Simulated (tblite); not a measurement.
Run record: tight-binding relaxation, `C#C[C@H](CO)B(O)O`.

Computed with GFN2-xTB geometry optimisation, gas phase (tblite 0.8.0). Start geometry: from a force field or distance geometry. The input is one job of a driver script: a line of settings, then coordinates in Å.

Command:
```bash
OMP_NUM_THREADS=1 python probes_run.py task.json out
```

Input:
```
{"job": {"kind": "relax", "xc": "GFN2-xTB", "basis": "xTB"}, "charge": 0, "multiplicity": 1}
C     -0.229100     2.371900    -0.984100
C     -0.114200     1.344600    -0.359100
C      0.045600     0.106600     0.433100
C      1.287300    -0.583600     0.001100
O      2.375600     0.260400     0.253700
B     -1.290200    -0.772900     0.227400
O     -1.529400    -1.365400    -1.093700
O     -2.466400    -0.219700     0.925000
H     -0.357100     3.280700    -1.522800
H      0.104400     0.317000     1.518700
H      1.456600    -1.529600     0.610700
H      1.303100    -0.812100    -1.082500
H      3.225400    -0.270200     0.271800
H     -1.643700    -2.334900    -1.003100
H     -2.172300     0.215400     1.781700
```

Output:
```
step      E/eV     max force
  0    -694.10539    4.269
  1    -694.67927    2.533
  2    -694.78462    5.905
  3    -694.96878    2.299
  4    -695.04216    0.814
  5    -695.07981    0.500
  6    -695.12289    0.639
  7    -695.15496    0.781
  8    -695.22094    1.741
  9    -695.29118    0.987
... (129 lines left out)
139    -695.69147    0.027
140    -695.69158    0.029
141    -695.69165    0.020
142    -695.69171    0.018
143    -695.69177    0.020
144    -695.69184    0.019
145    -695.69190    0.019
146    -695.69195    0.014
147    -695.69197    0.012
148    -695.69199    0.010
```

«max force» is the largest atomic force in eV/Å.

From which step on does the largest force stay under 0.1 eV/Å, and how much energy is left to gain from there?

From step 101 (0.068 eV/Å), 10.1 meV above the end.

Summary of the converged run: energy lowered by 36.6 kcal/mol over 148 steps; largest atomic force 0.010 eV/Å at the end.

On an Arm Neoverse N1 with one thread, on a shared host, this took 1.4 s of wall time.
Labels such as C1 count atoms from 1, the log's own numbers from 0.
